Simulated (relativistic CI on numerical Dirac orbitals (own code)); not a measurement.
Calculated at this level of theory: Dirac-Coulomb-Breit CI, separate exchange-only KLI orbitals for each configuration, a model potential for QED, unscaled Slater integrals (own radial code, finite nucleus).

The strongest absorption lines from the ground level of an ion, among the configurations computed and to levels below about 398 eV (vacuum wavelength in nm, gf): 6.0027 (0.42), 6.1842 (1.9), 6.2341 (0.79), 6.2854 (0.76), 7.0369 (0.061), 7.8301 (0.28), 7.8853 (0.17), 8.0686 (0.12).

**Question.** Which ion is it?
A. Nb²⁴⁺
B. Ag²⁸⁺
C. Ag³²⁺
D. Ag³⁰⁺

**Answer.** D. Ag³⁰⁺ has 17 electrons and the ground level 3s2 3p5 2P°_3/2; the strongest line goes to 3s2 3p4 3d 2D_5/2. The pattern of lines fixes the number of electrons, and along that sequence the line energies rise steadily with the charge (about as its square where n changes within one kind of shell, about linearly where n is kept but much faster in heavy ions where fine structure, which grows about as Z⁴, sets the gap, and irregularly where shells cross), which fixes Z. Configurations outside the model, such as inner-shell arrays, can give stronger lines. At this charge energies of transitions that change n are usually good to better than 1 %, and those within a shell (Δn = 0) to a few per cent.

LS names give the leading component of a level, which can be under half, so a name can repeat, a term be missing and a line seem to break the LS rules.
